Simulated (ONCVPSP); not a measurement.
# An all-electron radial function and its pseudo partner (Tc)

Columns: radius, all-electron u(r) and pseudo u(r) of the 4p shell (level -45.73 eV) of technetium in the configuration [Ar] 3d10 4s2 4p6 4d5 5s1.75 5p0.25; PBE, scalar-relativistic, ONCV scheme, ONCVPSP 4.0.1.

| r (bohr) | all-electron | pseudo |
| --- | --- | --- |
| 0.105 | 0.2906 | 0.0302 |
| 0.210 | -0.3247 | 0.1165 |
| 0.315 | -0.5535 | 0.2473 |
| 0.420 | -0.3242 | 0.4053 |
| 0.525 | 0.0796 | 0.5708 |
| 0.630 | 0.4675 | 0.7249 |
| 0.735 | 0.7611 | 0.8521 |
| 0.840 | 0.9462 | 0.9419 |
| 0.945 | 1.0353 | 0.9903 |
| 1.050 | 1.0506 | 0.9981 |
| 1.155 | 1.0148 | 0.9710 |
| 1.260 | 0.9474 | 0.9167 |
| 1.365 | 0.8629 | 0.8441 |
| 1.470 | 0.7717 | 0.7615 |
| 1.575 | 0.6806 | 0.6757 |
| 1.680 | 0.5939 | 0.5919 |
| 1.785 | 0.5139 | 0.5132 |
| 1.890 | 0.4417 | 0.4415 |
| 1.995 | 0.3776 | 0.3775 |
| 2.100 | 0.3214 | 0.3214 |
| 2.205 | 0.2726 | 0.2726 |
| 2.310 | 0.2306 | 0.2305 |
| 2.415 | 0.1945 | 0.1945 |
| 2.520 | 0.1637 | 0.1637 |
| 2.625 | 0.1376 | 0.1376 |
| 2.730 | 0.1154 | 0.1154 |

(1) How many radial nodes do the two functions have?

(2) At about which radius was the pseudo-wave matched?

(3) Is the pseudo-wave norm-conserving?

Answers

(1) The all-electron 4p function has n − l − 1 = 2; the pseudo-wave has 0, since the states of the same l below it are removed with the core.

(2) 2.10 bohr. The columns agree to 0.0005 from 1.89 bohr on; several derivatives are matched, so the curves merge somewhat inside the radius.

(3) Yes: the ONCV scheme keeps the norm inside the radius equal to the all-electron one, which fixes the energy derivative of the logarithmic derivative at the level.
